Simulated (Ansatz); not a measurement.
Isolated molecules relaxed with PBE0-D4/def2-TZVP in Ansatz; ΔE leaves out vibrations. CCSD(T)/CBS adds triple-zeta CCSD(T) − MP2 to the extrapolated MP2 energy (def2 sets, frozen cores). One conformer a species, not always the lowest.

Reaction (isomerisation): `CB1CN1[SiH3]` → `C=NB(C)[SiH3]`

```tsv
species	SCS-MP2/def2-TZVPP energy (Eh)
`CB1CN1[SiH3]`	-449.32301
`C=NB(C)[SiH3]`	-449.30698
```

Q: Work out ΔE.

A: ΔE = (-449.30698) − (-449.32301) = 0.01603 Eh = +0.44 eV. CCSD(T)/CBS gives +0.36 eV.

Largest T1 diagnostic among the species: 0.015.

From PBE to PBE0 (25 % exact exchange), in def2-TZVPP and without D4, ΔE moves by +0.19 eV.
